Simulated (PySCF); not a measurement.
# GdC: f occupation and spin

Unrestricted PBE0; Gd x2c-SVPall, C x2c-SVPall; spin-free X2C with a Gaussian nucleus (PySCF 2.14). The search starts from ions with several 4f fillings and holds each by maximum overlap.

The lowest solution has 2Ms+1 = 11, about 7.1 4f electrons, near 2.02 Å.

The lowest solution of each spin and filling, followed along the bond (rough minima from three points):

```csv
2Ms+1,4f population,⟨S²⟩ at the start,R at minimum (Å),Te (eV)
11,7.07,30.01,2.02,0.00
7,7.11,14.02,2.05,0.20
9,7.10,20.96,2.04,0.43
```

Solutions at the starting distance of 2.052 Å, counted from the lowest; the search is not exhaustive:

| 2Ms+1 | 4f population | E (eV) | ⟨S²⟩ | ⟨Lz²⟩ | μ (D) |
| --- | --- | --- | --- | --- | --- |
| 11 | 7.07 | 0.00 | 30.01 | 1.1 | -4.74 |
| 7 | 7.11 | 0.20 | 14.02 | 1.0 | -4.34 |
| 9 | 7.10 | 0.43 | 20.96 | 1.1 | -4.29 |
| 11 | 7.10 | 0.46 | 30.01 | 0.0 | -4.98 |
| 7 | 7.12 | 0.67 | 14.05 | 0.0 | -4.45 |
| 7 | 7.09 | 0.68 | 13.21 | 0.0 | -7.43 |
| 9 | 7.11 | 0.88 | 21.01 | 2.0 | -4.78 |
| 11 | 7.05 | 1.28 | 30.02 | 5.0 | -6.81 |
| 9 | 7.06 | 1.72 | 21.02 | 5.0 | -6.84 |
| 9 | 7.96 | 2.86 | 20.02 | 5.0 | -7.01 |
| 7 | 7.92 | 3.90 | 12.11 | 4.0 | -8.25 |

Partly filled real f orbitals mix terms, so no term symbols are given. A positive dipole means Gd(−)C(+).

Spin–orbit coupling is left out. Counting both spins, an empty level lies below a filled one in some of these solutions, because spin and occupation are held. The state is the lowest single determinant that the PBE0 search found; with open d or f shells the true ground state can be another one.
